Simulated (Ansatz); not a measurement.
One change: `CC[Se][Hf]([Cl])([Cl])[Cl]` becomes `C[Se][Hf]([Cl])([Cl])[Cl]`.

Ansatz, PBE0-D4/def2-TZVP geometries, multiplicity 1. Each molecule was computed in one conformer, which needn't be the lowest.

Elements past krypton have def2 core potentials. Scalar relativity is left out up to krypton.

```json
{"property": "HOMO energy (ωB97M-V/def2-TZVPP) / eV", "`CC[Se][Hf]([Cl])([Cl])[Cl]`": "-9.41"}
{"property": "LUMO energy (ωB97M-V/def2-TZVPP) / eV", "`CC[Se][Hf]([Cl])([Cl])[Cl]`": "-0.03"}
{"property": "LUMO energy (PBE/def2-TZVPP) / eV", "`CC[Se][Hf]([Cl])([Cl])[Cl]`": "-2.87"}
{"property": "LUMO energy (PBE0/def2-TZVPP) / eV", "`CC[Se][Hf]([Cl])([Cl])[Cl]`": "-2.07"}
{"property": "size of the dipole moment (PBE/def2-TZVPP) / D", "`CC[Se][Hf]([Cl])([Cl])[Cl]`": "2.16"}
{"property": "HOMO–LUMO gap (B3LYP/def2-TZVPP) / eV", "`CC[Se][Hf]([Cl])([Cl])[Cl]`": "4.84"}
```

(1) What does the change do to each property? (Estimate.)

Answers

(1) Ansatz gave: 
| property | `C[Se][Hf]([Cl])([Cl])[Cl]` | shift |
| --- | --- | --- |
| HOMO energy (ωB97M-V/def2-TZVPP) / eV | -9.43 | -0.02 |
| LUMO energy (ωB97M-V/def2-TZVPP) / eV | -0.10 | -0.07 |
| LUMO energy (PBE/def2-TZVPP) / eV | -2.94 | -0.07 |
| LUMO energy (PBE0/def2-TZVPP) / eV | -2.14 | -0.07 |
| size of the dipole moment (PBE/def2-TZVPP) / D | 1.79 | -0.37 |
| HOMO–LUMO gap (B3LYP/def2-TZVPP) / eV | 4.80 | -0.04 |

Dipoles are sizes alone; their direction can turn.

B3LYP here is the variant with VWN-RPA as its local correlation; programs differ in this.

Spin–orbit coupling is left out; it splits and shifts lone-pair levels of the heavy atoms by tenths of an eV.
